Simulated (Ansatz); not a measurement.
Si(H)(F) anion (FHSi), SMILES F[SiH] (connectivity only; charge and spin as stated), charge -1, multiplicity 2.

Geometry optimised at B3LYP-D3(BJ)/def2-TZVPD. The spin state was assumed, not searched. The isomer is the one that the SMILES or the coordinates give; other isomers of the formula were not compared.

Two levels are set side by side: PBE/def2-TZVPD (Ansatz, a first-principles code) and PBE0/def2-TZVPD (Ansatz). Energy differences of separate SCF runs at the same geometry; the states with an electron removed or added have multiplicity 1. Differences are taken from unrounded values.

| quantity | PBE0 | PBE | PBE minus PBE0 |
|---|---|---|---|
| vertical ionisation energy (eV) | 0.88 | 0.82 | -0.07 |
